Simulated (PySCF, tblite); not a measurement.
Species: C5H13NOSi.
Structure used (GFN2-xTB), in Å, numbered top down from 1:
```
atom  x, y, z in Å
C1    -2.960    0.575    0.980
C2    -2.040   -0.602    0.648
C3    -1.482   -0.473   -0.737
C4    -0.396    0.205   -1.075
C5     0.512    0.955   -0.149
O6     1.833    0.967   -0.614
Si7    2.901   -0.250   -0.617
N8     3.089   -0.851    0.993
H9    -2.405    1.509    0.937
H10   -3.780    0.630    0.267
H11   -3.376    0.461    1.978
H12   -2.608   -1.532    0.724
H13   -1.232   -0.639    1.380
H14   -2.060   -0.952   -1.516
H15   -0.084    0.254   -2.109
H16    0.476    0.532    0.861
H17    0.193    2.005   -0.094
H18    4.017    0.477   -1.215
H19    2.479   -1.432   -1.369
H20    3.696   -1.640    1.144
H21    3.218   -0.182    1.737
```

Jobs on this species (21 atoms, 72 electrons) with PySCF (density fitting) and tblite. Hardware of each: an Intel Xeon at 2.50 GHz with one thread, on a shared host. Times come from a shared host and carry two figures at best.

Task: Rank these jobs by wall time, shortest first.
A. GFN2-xTB; Hessian by finite differences
B. GFN2-xTB; L-BFGS relaxation
C. PBE0/pcSseg-1; shieldings, charges and field gradients; 208 basis functions

Result: A (2.6 s), B (4.8 s), C (1.7 min).

All jobs:

```json
{"level and settings": "GFN2-xTB", "work": "Hessian by finite differences", "basis functions": "–", "SCF cycles": "–", "wall time": "2.6 s"}
{"level and settings": "GFN2-xTB", "work": "L-BFGS relaxation", "basis functions": "–", "SCF cycles": "–", "wall time": "4.8 s"}
{"level and settings": "PBE0/pcSseg-1", "work": "shieldings, charges and field gradients", "basis functions": "208", "SCF cycles": "14", "wall time": "1.7 min"}
```

Task: What do all jobs in the table cost together?

Result: About 1.8 min; the longest takes about 93 % of that, and about 39 times as long as the shortest.
